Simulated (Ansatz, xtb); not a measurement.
**Relaxing a trial structure of BBeHS**

The starting geometry of this gas-phase singlet has its atoms placed at random.

```xyz
4

B     0.4646    1.1463   -1.3286
Be   -0.2308   -0.5299    1.1017
S     0.5015    1.0918    0.9430
H    -1.2601   -0.7571    0.0486
```

One run relaxed it with r2SCAN-D4/def2-SVP. What is a likely outcome?

It ends as `[BeH][B]=S`. Distances that change by over a tenth: Be2–H4 (1.49 → 1.33 Å). Contacts that open: Be2–S3 (1.79 → 3.48 Å). Contacts that close: B1–Be2 (3.03 → 1.85 Å), B1–S3 (2.27 → 1.62 Å).

The energy falls by 4.04 eV over 17 steps:

```
step  E − E(last) (eV)
   1             4.044
   3             2.120
   5             1.711
   6             1.668
   8             1.201
  10             0.894
  12             0.453
  13             0.250
  15             0.006
  17             0.000
```

Final geometry (Å):

```csv
atom,x (Å),y (Å),z (Å)
B,0.4299,0.8798,0.2531
Be,-0.7880,-0.5118,0.1186
S,1.4965,2.0973,0.3710
H,-1.6632,-1.5141,0.0220
```

From the same start GFN2-xTB reaches the same bonding as this run.

From so rough a start the end depends on the optimiser's path, so another program may land elsewhere. No frequencies were run, so the end isn't proven a minimum. Run with Ansatz 0.2.0, 36 s on 1 thread of Intel(R) Xeon(R) Processor @ 2.50GHz (Skylake/Cascade Lake), on a shared host.
